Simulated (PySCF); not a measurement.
# `CC[Si@H]1C[C@@H](Cl)CO1`, C$_{5}$H$_{11}$ClOSi

Molfile (atoms numbered from 1):
```
C5H11ClOSi
     RDKit          3D

 19 19  0  0  0  0  0  0  0  0999 V2000
    2.7962   -0.6263    0.3579 C   0  0  0  0  0  0  0  0  0  0  0  0
    1.6447    0.1730    0.9551 C   0  0  0  0  0  0  0  0  0  0  0  0
    0.3148    0.6037   -0.3207 Si  0  0  1  0  0  4  0  0  0  0  0  0
   -0.9519   -0.7666   -0.7454 C   0  0  0  0  0  0  0  0  0  0  0  0
   -2.1189   -0.3699    0.1401 C   0  0  1  0  0  0  0  0  0  0  0  0
   -1.8599   -1.0392    1.7769 Cl  0  0  0  0  0  0  0  0  0  0  0  0
   -2.1182    1.1535    0.2387 C   0  0  0  0  0  0  0  0  0  0  0  0
   -0.8035    1.6162    0.3285 O   0  0  0  0  0  0  0  0  0  0  0  0
    2.4395   -1.5619   -0.0647 H   0  0  0  0  0  0  0  0  0  0  0  0
    3.2802   -0.0619   -0.4348 H   0  0  0  0  0  0  0  0  0  0  0  0
    3.5412   -0.8571    1.1169 H   0  0  0  0  0  0  0  0  0  0  0  0
    1.2096   -0.3883    1.7840 H   0  0  0  0  0  0  0  0  0  0  0  0
    2.0363    1.0978    1.3798 H   0  0  0  0  0  0  0  0  0  0  0  0
    0.8341    1.2073   -1.5515 H   0  0  0  0  0  0  0  0  0  0  0  0
   -1.2631   -0.7027   -1.7880 H   0  0  0  0  0  0  0  0  0  0  0  0
   -0.6482   -1.7921   -0.5557 H   0  0  0  0  0  0  0  0  0  0  0  0
   -3.0869   -0.7492   -0.1931 H   0  0  0  0  0  0  0  0  0  0  0  0
   -2.5865    1.5673   -0.6632 H   0  0  0  0  0  0  0  0  0  0  0  0
   -2.6693    1.5056    1.1144 H   0  0  0  0  0  0  0  0  0  0  0  0
  1  2  1  0
  2  3  1  0
  3  4  1  0
  4  5  1  0
  5  6  1  0
  5  7  1  0
  7  8  1  0
  8  3  1  0
  1  9  1  0
  1 10  1  0
  1 11  1  0
  2 12  1  0
  2 13  1  0
  3 14  1  6
  4 15  1  0
  4 16  1  0
  5 17  1  6
  7 18  1  0
  7 19  1  0
M  END
```

The calculation used TDDFT wB97X-D/def2-SVPD circular dichroism and optical rotation, one conformer, gas phase in PySCF. Geometry: GFN2-xTB.

The molecule is flexible and this is one conformer; a measurement averages over conformers.

(1) Draw the ECD and absorption spectra from the lowest 8 states, each a Gaussian of half-width 0.35 eV at 1/e height.

Answers

(1) 
```csv
E (eV),λ (nm),Δε (L mol⁻¹ cm⁻¹),ε (L mol⁻¹ cm⁻¹)
6.89,180,-1.03,46.2
6.99,177,-2.19,100
7.09,175,-3.95,187
7.19,172,-6.11,303
7.29,170,-8.11,437
7.39,168,-9.24,592
7.49,166,-8.77,806
7.59,163,-5.86,1160
7.69,161,+0.67,1730
7.79,159,+11.98,2520
7.89,157,+27.90,3450
7.99,155,+45.65,4320
8.09,153,+60.19,4920
8.19,151,+66.59,5070
```
Δε uses R in velocity form, ε uses f in length form. Only the states computed contribute, so the short-wavelength end is incomplete.
